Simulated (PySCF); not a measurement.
## Exercise with solution: oscillator strength and radiative lifetime

Ta(F)4(NH2) (F4H2NTa), SMILES [F][Ta]([F])([NH2])([F])[F], multiplicity 1.

Geometry optimised at B3LYP-D3(BJ)/def2-SVP. The spin state was assumed, not searched. The structure was generated by enumeration; whether it is a known compound was not checked. The def2 effective core potentials stand for the cores of Ta; spin–orbit coupling is left out. The values are those of a single conformer.

TDA-CAM-B3LYP/def2-SVPD run with PySCF puts the first singlet state with f over 0.02 at 7.53 eV (vertical), with the transition dipole (0.000, 0.530, 0.000) in atomic units.

### Question
Find the oscillator strength, the wavelength and the radiative lifetime that this transition would have in vacuum if emission retraced absorption.

### Answer

|μ|² = 0.2809 au, so |μ| = 1.35 D. ΔE = 7.53/27.211 = 0.2767 hartree. f = (2/3) ΔE |μ|² = 0.052 (the program prints 0.052).
λ = 1239.84/7.53 = 165 nm; ν = 60734 cm⁻¹.
Einstein's coefficient A = 0.6670 ν² f s⁻¹ (ν in cm⁻¹) = 1.3e8 s⁻¹, so τ = 1/A = 7.8 ns. This state is S4; the lower singlets have f = 0.000, 0.004, 0.012. The figure is the radiative limit of this one transition; relaxation, internal conversion, crossing to triplets and a medium change what is measured.
